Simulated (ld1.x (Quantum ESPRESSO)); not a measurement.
**Scattering properties, PAW potential for N**

N, PAW, made with ld1.x (Quantum ESPRESSO) 7.5 (PBEsol, scalar-relativistic). Core [He], reference 2s2 2p3. Waves: 2s (bound): rcut 0.70, rcutus 1.00 bohr; 2s channel at -0.1 Ry: rcut 0.70, rcutus 1.00 bohr; 2p (bound): rcut 1.80, rcutus 2.35 bohr; 2p channel at 0.2 Ry: rcut 1.80, rcutus 2.35 bohr. Local part: all-electron potential smoothed inside 0.80 bohr (lloc = -2). Core correction: Bessel-smoothed model core, default radius (core density twice the valence density). Augmentation charge: BESSEL, radius 0.65 bohr.

The phase is arctan(r·u′/u) with u = r·R(r), unwrapped; energies in Ry, scanned from -3 to 5 Ry. A pole is an energy at which the radial function vanishes at the test radius. The pseudo phase is shifted by a multiple of π to meet the all-electron one at the reference energy, and phase errors are pseudo minus all-electron; the curves can meet again beyond the range given. Levels narrower than the energy grid can be missing from the lists of poles.

```json
{"channel": "s", "radius (bohr)": "2.55", "reference energy (Ry)": "-1.36", "poles, all-electron": "-1.14, 4.51", "poles, pseudo": "-1.14, 4.51", "unbroken range about the reference energy with phases within 0.05 rad": "the whole range", "phase error 1 Ry above the reference energy (rad)": "+0.000"}
{"channel": "p", "radius (bohr)": "2.55", "reference energy (Ry)": "-0.52", "poles, all-electron": "-0.23, 4.52", "poles, pseudo": "-0.23, 1.28", "unbroken range about the reference energy with phases within 0.05 rad": "below 0.8", "phase error 1 Ry above the reference energy (rad)": "-0.004"}
```

Phases in the p channel:

```tsv
E (Ry)	all-electron	pseudo
-3.00	1.335	1.327
-2.52	1.310	1.301
-2.04	1.272	1.264
-1.56	1.208	1.198
-1.08	1.040	1.030
-0.60	-0.544	-0.545
-0.12	-1.642	-1.643
0.36	-1.827	-1.828
0.84	-1.993	-2.066
1.32	-2.302	-4.773
1.80	-3.140	-5.086
2.28	-4.062	-5.309
2.76	-4.399	-5.668
3.24	-4.544	-6.277
3.72	-4.626	-6.888
4.20	-4.682	-7.239
4.68	-4.726	-7.424
```
